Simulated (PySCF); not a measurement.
Cl₅W, doublet, geometry from GFN2-xTB (such geometries of metal compounds can be far from the true shape) (core potentials on W). Base run: DF-B3LYP/def2-SV(P) (PySCF).

Input for PySCF:
```python
from pyscf import gto, scf, dft

mol = gto.M(
    atom='''
W    -0.00000000    0.00000000   -0.00000000
Cl    1.84552708   -0.40817670   -1.16797303
Cl    0.96233500   -0.98148675    1.86360069
Cl   -0.96233500    0.98148675   -1.86360069
Cl   -1.63595757   -1.50250559    0.05347170
Cl   -0.20956952    1.91068230    1.11450133
''',
    basis='def2-sv(p)',
    ecp={'W': 'def2-sv(p)'},
    spin=1,
    verbose=4,
)

mf = dft.UKS(mol)
mf.xc = 'b3lyp'
mf = mf.density_fit(auxbasis='def2-universal-jkfit')
mf.kernel()
mf.analyze()
```

Each row names what was changed in the base input (with any setting that the change needs).

```tsv
change	basis functions	E (Eh)	HOMO (eV)	dipole (D)	core-seconds (rough)
base	115	-2367.63555	-6.70	0.36	40
basis = LANL2DZ	62	-142.69752	-7.43	0.35	20
basis = def2-SVP	122	-2367.66286	-6.57	0.37	50
basis = def2-SVPD	170	-2367.69200	-6.83	0.46	80
basis = def2-TZVP	225	-2368.47791	-6.64	0.45	90
```

Totals compare only among sets that treat the same electrons; sets with core potentials leave the core out.

Open shells are given as the SCF converged; they aren't shown to be the lowest states, and a large step between rows can be another state.
